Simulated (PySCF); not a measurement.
Species: 1-ethyl-4-fluorobenzene, C8H9F.
Numbering: `[CH3:1][CH2:2][c:3]1[cH:4][cH:5][c:6]([F:7])[cH:8][cH:9]1` (hydrogens: H10, H11, H12 on C1; H13, H14 on C2; H15 on C4; H16 on C5; H17 on C8; H18 on C9)

The same species was optimised twice, with GFN2-xTB and with PBE0-D3(BJ)/def2-SVP (PySCF), and the same property calculations (PySCF, gas phase) were run on both structures.

```json
{"coordinate": "C6–F7 (Å)", "GFN2-xTB": "1.352", "PBE0-D3(BJ)/def2-SVP": "1.334", "change": "-0.018"}
{"coordinate": "C3–C4 (Å)", "GFN2-xTB": "1.390", "PBE0-D3(BJ)/def2-SVP": "1.400", "change": "+0.010"}
{"coordinate": "C3–C9 (Å)", "GFN2-xTB": "1.390", "PBE0-D3(BJ)/def2-SVP": "1.400", "change": "+0.010"}
{"coordinate": "C8–C9 (Å)", "GFN2-xTB": "1.383", "PBE0-D3(BJ)/def2-SVP": "1.393", "change": "+0.010"}
{"coordinate": "C4–C5 (Å)", "GFN2-xTB": "1.383", "PBE0-D3(BJ)/def2-SVP": "1.393", "change": "+0.010"}
{"coordinate": "C5–C6 (Å)", "GFN2-xTB": "1.382", "PBE0-D3(BJ)/def2-SVP": "1.389", "change": "+0.007"}
{"coordinate": "C6–C8 (Å)", "GFN2-xTB": "1.382", "PBE0-D3(BJ)/def2-SVP": "1.389", "change": "+0.007"}
{"coordinate": "C2–C3 (Å)", "GFN2-xTB": "1.502", "PBE0-D3(BJ)/def2-SVP": "1.506", "change": "+0.004"}
{"coordinate": "C1–C2 (Å)", "GFN2-xTB": "1.530", "PBE0-D3(BJ)/def2-SVP": "1.526", "change": "-0.004"}
{"coordinate": "C1–C2–C3 (°)", "GFN2-xTB": "110.4", "PBE0-D3(BJ)/def2-SVP": "112.8", "change": "+2.4"}
{"coordinate": "C4–C3–C9 (°)", "GFN2-xTB": "118.9", "PBE0-D3(BJ)/def2-SVP": "118.0", "change": "-0.9"}
{"coordinate": "C5–C6–C8 (°)", "GFN2-xTB": "121.8", "PBE0-D3(BJ)/def2-SVP": "121.3", "change": "-0.5"}
{"coordinate": "C3–C4–C5 (°)", "GFN2-xTB": "121.0", "PBE0-D3(BJ)/def2-SVP": "121.5", "change": "+0.5"}
{"coordinate": "C2–C3–C9 (°)", "GFN2-xTB": "120.6", "PBE0-D3(BJ)/def2-SVP": "121.0", "change": "+0.4"}
{"coordinate": "C2–C3–C4 (°)", "GFN2-xTB": "120.6", "PBE0-D3(BJ)/def2-SVP": "121.0", "change": "+0.4"}
{"coordinate": "C3–C9–C8 (°)", "GFN2-xTB": "121.0", "PBE0-D3(BJ)/def2-SVP": "121.5", "change": "+0.5"}
{"coordinate": "C6–C8–C9 (°)", "GFN2-xTB": "118.6", "PBE0-D3(BJ)/def2-SVP": "118.9", "change": "+0.3"}
{"coordinate": "C1–C2–C3–C4 (°)", "GFN2-xTB": "89", "PBE0-D3(BJ)/def2-SVP": "89", "change": "0"}
```

Rotational constants: A = 4438, B = 946.8, C = 840.1 MHz (GFN2-xTB) against A = 4436, B = 929.9, C = 825.1 MHz (PBE0-D3(BJ)/def2-SVP). Point groups within 0.08 Å: Cs and Cs.

On the GFN2-xTB structure: HOMO (eV) -6.95 [PBE0/pcSseg-1]; LUMO (eV) -0.44 [PBE0/pcSseg-1]; dipole (D) 1.99 [PBE0/pcSseg-1]; GIAO shielding of C1 (ppm) 164.2 [PBE0/pcSseg-1]; GIAO shielding of C2 (ppm) 152.4 [PBE0/pcSseg-1]; GIAO shielding of C3 (ppm) 40.4 [PBE0/pcSseg-1]; GIAO shielding of C4/C9 (mean) (ppm) 52.0 [PBE0/pcSseg-1]; GIAO shielding of C5/C8 (mean) (ppm) 65.4 [PBE0/pcSseg-1]; GIAO shielding of C6 (ppm) 15.6 [PBE0/pcSseg-1]; GIAO shielding of F7 (ppm) 291.7 [PBE0/pcSseg-1].

Task: What do these properties become on the PBE0-D3(BJ)/def2-SVP structure?

Result: 
```csv
property,level,on GFN2-xTB,on PBE0-D3(BJ)/def2-SVP,change
HOMO (eV),PBE0/pcSseg-1,-6.95,-6.93,+0.02
LUMO (eV),PBE0/pcSseg-1,-0.44,-0.47,-0.03
dipole (D),PBE0/pcSseg-1,1.99,1.85,-0.14
"energy, GFN2-xTB geometry as zero (kcal/mol)",PBE0/pcSseg-1,0.0,-0.4,-0.4
GIAO shielding of C1 (ppm),PBE0/pcSseg-1,164.2,163.1,-1.1
GIAO shielding of C2 (ppm),PBE0/pcSseg-1,152.4,151.8,-0.6
GIAO shielding of C3 (ppm),PBE0/pcSseg-1,40.4,39.2,-1.2
GIAO shielding of C4/C9 (mean) (ppm),PBE0/pcSseg-1,52.0,48.9,-3.1
GIAO shielding of C5/C8 (mean) (ppm),PBE0/pcSseg-1,65.4,63.7,-1.7
GIAO shielding of C6 (ppm),PBE0/pcSseg-1,15.6,15.5,-0.1
GIAO shielding of F7 (ppm),PBE0/pcSseg-1,291.7,293.2,+1.5
```

The heavy atoms differ by 0.025 Å rms after alignment. Among bonds between heavy atoms C6–F7 changes most (-0.018 Å). Changes are differences of the printed values. Neither structure is proved a minimum here.

The values belong to the conformer `[CH3:1][CH2:2][c:3]1[cH:4][cH:5][c:6]([F:7])[cH:8][cH:9]1`: C1–C2–C3–C4 89°.
